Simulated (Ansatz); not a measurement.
One change: `[SiH3]N[SiH2]Cl` becomes `C=CN[SiH2]Cl`.

Ansatz, PBE0-D4/def2-TZVP geometries, multiplicity 1. Each molecule was computed in one conformer, which needn't be the lowest.

| property | `[SiH3]N[SiH2]Cl` |
| --- | --- |
| LUMO energy (PBE0/def2-TZVPP) / eV | -0.10 |
| HOMO–LUMO gap (B3LYP/def2-TZVPP) / eV | 7.47 |
| LUMO energy (PBE/def2-TZVPP) / eV | -0.94 |
| LUMO energy (ωB97M-V/def2-TZVPP) / eV | 1.52 |
| HOMO energy (B3LYP/def2-TZVPP) / eV | -7.79 |
| HOMO energy (PBE/def2-TZVPP) / eV | -6.68 |

Question: Give the same properties after the change, and the shifts. (Estimate.)

Answer: The calculation gave: 
```csv
property,`C=CN[SiH2]Cl`,shift
LUMO energy (PBE0/def2-TZVPP) / eV,0.26,0.36
HOMO–LUMO gap (B3LYP/def2-TZVPP) / eV,6.33,-1.14
LUMO energy (PBE/def2-TZVPP) / eV,-0.69,0.25
LUMO energy (ωB97M-V/def2-TZVPP) / eV,2.06,0.54
HOMO energy (B3LYP/def2-TZVPP) / eV,-6.29,1.50
HOMO energy (PBE/def2-TZVPP) / eV,-5.41,1.27
```

With PBE0 the HOMO rises by 1.52 eV and the LUMO rises by 0.36 eV, so the gap narrows by about 1.16 eV. PBE moves the HOMO by 1.27 eV and ωB97M-V by 1.61 eV. The zero-point energy changes by 47.4 kJ/mol with +3 modes.

B3LYP here is the variant with VWN-RPA as its local correlation; programs differ in this.
